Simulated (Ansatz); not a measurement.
AlF2, doublet, geometry from GFN2-xTB (such geometries of metal compounds can be far from the true shape); CASSCF(5,6)/STO-3G (Ansatz, a program for electronic structure).

Ansatz was given this input:
Ansatz 0.2 input:
```yaml
crystal:
  periodic: [false, false, false]
  atoms:
    - {symbol: Al, position_ang: [-0.00451449, 0.34922303, 0.00195349]}
    - {symbol: F, position_ang: [1.55484400, -0.23215983, -0.00125071]}
    - {symbol: F, position_ang: [-1.54832307, -0.27227344, -0.00157100]}
basis:
  gaussian:
    orbitals: STO-3G
hamiltonian:
  xc: hf
correlation: {active_space: {window: {electrons: 5, orbitals: 6}}}
magnetization: {spin_polarized: false, initial_magnetization: 1}
```

Q: Write the output that Ansatz gives for this input, abridged.

A: 
```
Functional definition: HF
235 factors; integrals over basis functions are off by at most 2.2e-5 eV
mean field evaluation 1: about -11835.7606 eV, gradient 2.3e1 eV
mean field evaluation 2: about -11835.8069 eV, gradient 2.3e1 eV
mean field evaluation 4: about -11839.0909 eV, gradient 1.6e0 eV
mean field evaluation 8: about -11839.1492 eV, gradient 2.9e-2 eV
mean field -11839.14921170 eV, -435.0807086666 hartree, gradient 2.2e-6 eV, S^2 0.750000; 1 other end points of the search recorded, 0 dependent functions left out
reference -11839.14921170 eV, -435.0807086666 hartree; 16, 15 occupied and 3, 4 virtual orbitals, 235 factors
state -11840.07787676 eV, -435.1148364778 hartree
Total energy: -11840.07787676 eV, -435.1148364778 hartree
```
